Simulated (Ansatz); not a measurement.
A set of 12 reactions (atomization), with CCSD(T)/CBS values in kJ/mol:

```
                                          reaction      ΔE
      `C[SiH2]C(N)F` → 2 C• + F• + 8 H• + N• + Si•  4638.7
`[CH3][Ga]([F])[SeH]` → C• + F• + Ga• + 4 H• + Se•  2656.5
                            `C=O` → C• + 2 H• + O•  1561.8
  `N[CH2][GaH][SiH3]` → C• + Ga• + 8 H• + N• + Si•  3681.1
 `[SiH3][In]([Cl])[Cl]` → 2 Cl• + 3 H• + In• + Si•  1862.1
             `C[SiH2]C#N` → 2 C• + 5 H• + N• + Si•  3503.8
            `CC#CS[SiH3]` → 3 C• + 6 H• + S• + Si•  4128.7
                  `ClC=[Se]` → C• + Cl• + H• + Se•  1214.9
         `C=C[Si](N)N`• → 2 C• + 7 H• + 2 N• + Si•  4475.6
          `FC(S)[SeH]` → C• + F• + 3 H• + S• + Se•  2179.6
                    `O=C1CCCC1` → 5 C• + 8 H• + O•  6006.0
       `C=C([SiH3])C[SiH3]` → 3 C• + 10 H• + 2 Si•  5353.3
```

Program: Ansatz. Geometries: PBE0-D4/def2-TZVP. ΔE: electronic, gas phase. CBS: MP2 limit from def2 TZ/QZ plus the TZ coupled-cluster correction, frozen cores. Small cases extrapolate CCSD(T) itself. Functionals use def2-TZVPP. B3LYP here is the variant with VWN-RPA as its local correlation; programs differ in this. Open shells (•) are unrestricted, without spin–orbit coupling. Spin–orbit coupling would lower the free atoms: a little for C, Cl, F, O, S, Si; clearly for Ga, Se; strongly for In. Elements past krypton have def2 core potentials. Bonds to Ga, In, Se are less sure, by a few kJ/mol each and by 10 to 20 or more in all where they break to atoms, as the def2 sets lack core-valence functions. Scalar relativity is left out up to krypton. One conformer a species, not always the lowest.

Task: Give the mean, mean absolute and largest difference (level minus CCSD(T)/CBS, kJ/mol) for: r2SCAN-D4, PBE0-D4, B3LYP-D4, B2PLYP, r2SCAN, PBE0, B3LYP, MP2/def2-TZVPP, CCSD/def2-TZVPP, CCSD(T)/def2-TZVPP, HF/def2-QZVPP, SCS-MP2/def2-QZVPP, HF/CBS(def2), MP2/CBS(def2). (Estimate.)

Result: Ansatz gave: 
| level | mean | mean absolute | largest |
| --- | --- | --- | --- |
| r2SCAN-D4 | 5.1 | 9.6 | 35.1 |
| PBE0-D4 | 2.9 | 19.7 | 75.2 |
| B3LYP-D4 | -4.7 | 17.1 | -45.9 |
| B2PLYP | -41.3 | 41.3 | -61.9 |
| r2SCAN | 0.2 | 9.9 | 27.9 |
| PBE0 | -13.9 | 24.2 | 51.5 |
| B3LYP | -36.8 | 36.8 | -74.7 |
| MP2/def2-TZVPP | -45.4 | 45.7 | -103.6 |
| CCSD/def2-TZVPP | -144.9 | 144.9 | -224.7 |
| CCSD(T)/def2-TZVPP | -91.1 | 91.1 | -139.5 |
| HF/def2-QZVPP | -950.0 | 950.0 | -1557.9 |
| SCS-MP2/def2-QZVPP | 5.3 | 11.8 | 33.9 |
| HF/CBS(def2) | -949.2 | 949.2 | -1557.0 |
| MP2/CBS(def2) | 45.9 | 46.9 | 114.9 |

The largest T1 diagnostic in the set is 0.023, for `C=C[Si](N)N`• (customary mark 0.045).

CCSD(T)/CBS is a level of theory with its own doubt, and the functionals carry their triple-zeta basis error, so these figures describe this set and don't rank the functionals.
